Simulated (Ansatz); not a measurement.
Two isomers of C3H10Si2: A = `[SiH3]C[SiH]1CC1`, B = `C=C([SiH3])[SiH2]C`.

Program: Ansatz. Geometries: PBE0-D4/def2-TZVP. ΔE: electronic, gas phase. CCSD(T)/CBS adds triple-zeta CCSD(T) − MP2 to the extrapolated MP2 energy (def2 sets, frozen cores). DFT in def2-TZVPP. One conformer a species, not always the lowest.

A:

```xyz
15

Si   -1.538    1.280    1.407
C    -1.130    0.623   -0.300
Si   -0.007   -0.864   -0.271
C     1.367   -1.058   -1.485
C     1.810   -0.651   -0.054
H    -0.308    1.805    2.056
H    -2.542    2.376    1.335
H    -2.094    0.192    2.256
H    -0.640    1.414   -0.877
H    -2.057    0.366   -0.823
H    -0.636   -2.086    0.279
H     1.508   -0.309   -2.257
H     1.663   -2.050   -1.812
H     2.384   -1.389    0.497
H     2.220    0.350    0.047
```

B:

Z-matrix (Å, degrees):
```
Si
C 1 1.864
H 1 1.489 2 110.7
H 1 1.489 2 110.7 3 118.7
H 1 1.488 2 109.7 3 -120.4
Si 2 1.869 1 121.4 3 -60.0
C 2 1.337 1 119.1 3 119.8
C 6 1.870 2 111.4 1 59.9
H 6 1.491 2 109.2 1 -60.6
H 6 1.491 2 107.9 1 -178.4
H 7 1.089 2 122.5 1 -0.0
H 7 1.089 2 122.1 1 179.8
H 8 1.092 6 110.8 2 59.3
H 8 1.093 6 110.7 2 179.5
H 8 1.093 6 111.0 2 -60.7
```

Question: Which isomer does CCSD(T)/CBS put lower? Give the gap. (Estimate.)

Answer: Ansatz gave: B, by 37.0 kJ/mol.

Question: Give E(B) − E(A) in kJ/mol with B2PLYP, HF/def2-TZVPP, MP2/def2-TZVPP, CCSD(T)/def2-TZVPP, ωB97M-V, CCSD/def2-TZVPP, r2SCAN-D4. (An estimate is asked.)

Answer: Ansatz gave: B2PLYP -39.6, HF/def2-TZVPP -63.5, MP2/def2-TZVPP -28.7, CCSD(T)/def2-TZVPP -38.0, ωB97M-V -28.5, CCSD/def2-TZVPP -38.5, r2SCAN-D4 -23.4. None reverses the order clearly.

Largest T1 diagnostic: 0.011.

In def2-TZVPP, CCSD(T) changes the Hartree–Fock value by +25.5 kJ/mol (the triples alone add +0.5 kJ/mol) and MP2 by +34.8 kJ/mol. The D4 term adds −3.2 kJ/mol with B3LYP and −1.8 kJ/mol with PBE0; it sums over pairs of atoms, weighted by their polarisabilities, and B3LYP, whose exchange is more repulsive, gets the larger term.

B3LYP here is the variant with VWN-RPA as its local correlation; programs differ in this.
